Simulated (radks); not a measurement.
The numbers below are computed, except where a source is named.
All-electron atom: Fe3+ in [Ar] 3d5.

Code: a radial shooting solver on a logarithmic mesh with Libxc functionals. Model: scalar-relativistic Kohn-Sham, Slater X-alpha with alpha = 0.861, spin-unpolarised, spherical densities, finite nucleus; Fermi nuclear charge, rms radius 3.7377 fm.

Energy parts (eV):
| part | energy |
|---|---|
| total | -34847.283 |
| kinetic | 35291.213 |
| electron-nucleus | -82267.128 |
| Hartree | 13908.890 |
| exchange | -1780.259 |

Orbitals (lengths in bohr, moments of r in powers of bohr; <r^-3> diverges for s and p1/2):
orbital  occ.  eigenvalue (eV)  <r^-3>  <1/r>      <r>
1s          2        -7080.757       -  26.00  0.05839
2s          2        -871.4048       -  5.582   0.2659
2p          6        -752.5085   488.9  5.487   0.2340
3s          2        -135.4051       -  1.776   0.7978
3p          6        -101.2913   63.44  1.647   0.8338
3d          5         -46.7758   6.122  1.352   0.9530

The highest occupied level is 3d at -46.776 eV. The electron density at the nucleus is 1.522e+04 e/bohr^3 (large components only). Summed over all electrons, <r^2> = 12.62 bohr^2, which gives a Langevin (diamagnetic) susceptibility term of -9.99 x 10^-6 cm^3/mol. The density falls to 0.001 e/bohr^3 at r = 2.66 bohr.
